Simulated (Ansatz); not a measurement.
C$_{6}$H$_{5}$I (`Ic1ccccc1`). Total charge 0; spin multiplicity 1. I: def2 effective core potential.

```xyz
12

I     2.081    2.472    0.994
C     0.796    0.946    0.380
C    -0.402    1.270   -0.237
C    -1.251    0.250   -0.642
C    -0.906   -1.076   -0.433
C     0.296   -1.385    0.186
C     1.155   -0.376    0.597
H    -0.672    2.305   -0.401
H    -2.189    0.500   -1.125
H    -1.573   -1.868   -0.751
H     0.573   -2.420    0.354
H     2.093   -0.618    1.080
```

**Question.** What are the harmonic wavenumbers in cm⁻¹ at PBE0-D4/def2-TZVP (Ansatz, finite differences of forces, unscaled)? (Best estimate.)

**Answer.** Ansatz gave: 154, 221, 275, 409, 463, 623, 671, 705, 751, 853, 925, 967, 985, 1013, 1051, 1094, 1104, 1181, 1204, 1332, 1357, 1479, 1512, 1642, 1646, 3191, 3200, 3213, 3220, 3223.

**Question.** Is this a minimum?

**Answer.** Yes, all 30 modes are real.

**Question.** Give the ideal-gas thermochemistry at 298.15 K and 1 bar (rigid rotor, harmonic oscillator; point group C2v, symmetry number 2).

**Answer.** Zero-point energy 237.2 kJ/mol; H(298) − E = 255.1 kJ/mol; entropy 333.4 J/(mol·K), of which translation 175.2, rotation 116.0, vibration 42.2; G(298) − E = 155.7 kJ/mol.
